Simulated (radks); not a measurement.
Effect of the nuclear size on neutral vanadium, [Ar] 3d3 4s2. Method: Dirac Kohn-Sham, PBE, spin-unpolarised, spherical densities, finite nucleus; open shells are shared between the two j in proportion to 2j + 1; Fermi nuclear charge, rms radius 3.6002 fm; computed with a radial shooting solver on a logarithmic mesh with Libxc functionals. The rms radius is varied about that value; shifts are against it.

rms radius (fm) = 2.9342: total energy shift (eV) -0.0201; density at nucleus (e/bohr^3) 9959; 1s1/2 shift (meV) -8.48; 2s1/2 shift (meV) -0.722; 2p1/2 shift (meV) 0.092; 3s1/2 shift (meV) -0.095
rms radius (fm) = 3.2906: total energy shift (eV) -0.00982; density at nucleus (e/bohr^3) 9920; 1s1/2 shift (meV) -4.15; 2s1/2 shift (meV) -0.354; 2p1/2 shift (meV) 0.045; 3s1/2 shift (meV) -0.047
rms radius (fm) = 3.6002: total energy shift (eV) 0; density at nucleus (e/bohr^3) 9890; 1s1/2 shift (meV) 0.000; 2s1/2 shift (meV) 0.000; 2p1/2 shift (meV) 0.000; 3s1/2 shift (meV) 0.000
rms radius (fm) = 3.8522: total energy shift (eV) 0.00862; density at nucleus (e/bohr^3) 9868; 1s1/2 shift (meV) 3.65; 2s1/2 shift (meV) 0.310; 2p1/2 shift (meV) -0.040; 3s1/2 shift (meV) 0.041
rms radius (fm) = 4.259: total energy shift (eV) 0.0237; density at nucleus (e/bohr^3) 9834; 1s1/2 shift (meV) 10.0; 2s1/2 shift (meV) 0.854; 2p1/2 shift (meV) -0.109; 3s1/2 shift (meV) 0.113

Slopes of the eigenvalues against <r^2> in GHz/fm^2, as finite differences over the two radii next to the reference (eigenvalue slopes, not the field-shift constants of lines): 1s1/2 470, 2s1/2 40.0, 2p1/2 -5.11, 3s1/2 5.28.
